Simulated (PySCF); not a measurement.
Tl(SH)3 at several levels of theory

Computed with PySCF 2.14.0 (density fitting, no spin-orbit coupling) at the geometry relaxed with TPSS:

```xyz
7
Tl(SH)3 (singlet)
Tl    0.7083   -0.2032    0.1556
S    -0.5806    0.3490    2.2225
H    -1.7182    0.6075    1.5261
S    -0.4299   -0.3715   -2.0674
H    -1.6578   -0.1638   -1.5248
S     3.1584   -0.6058    0.3456
H     3.2839   -0.8388   -0.9862
```

| level | basis | state | HOMO (eV) | gap (eV) | charge on Tl1 (e) | dipole about the centre of mass (D) | largest force component (eV/Å) |
| --- | --- | --- | --- | --- | --- | --- | --- |
| TPSS | Tl def2-SVP with ECP60, S def2-SVP, H def2-SVP | singlet | -6.28 | 2.76 | 0.41 | 1.56 | 0.02 |
| B3LYP | the same | singlet | -7.05 | 4.10 | 0.37 | 1.49 | 0.09 |
| HF | the same | singlet | -10.24 | 10.84 | 0.66 | 1.71 | 0.79 |
| M06-L | the same | singlet | -6.38 | 2.93 | 0.62 | 1.69 | 0.28 |
| TPSS | Tl def2-TZVP with ECP60, S def2-TZVP, H def2-TZVP | singlet | -6.44 | 2.79 | 0.67 | 1.26 | 0.37 |
| TPSS | Tl x2c-SVPall, S x2c-SVPall, H x2c-SVPall | singlet | -6.27 | 2.73 | 0.54 | 1.52 | 0.16 |

Charges are Mulliken's, which hang on the basis. The relaxation used the grid (50, 194), these runs (75, 302) or, all-electron (x2c bases, spin-free X2C Hamiltonian), (99, 590).

(1) What does r2SCAN with Tl def2-SVP with ECP60, S def2-SVP, H def2-SVP give here?

No frequency check is given that shows the relaxed geometry to be a minimum.

## Answers

(1) state singlet, HOMO (eV) -6.46, gap (eV) 2.94, charge on Tl1 (e) 0.43, dipole about the centre of mass (D) 1.67, largest force component (eV/Å) 0.22. Time: 6.4 s on 2 threads of Arm Neoverse V1, with other jobs on the host, from an already converged density.
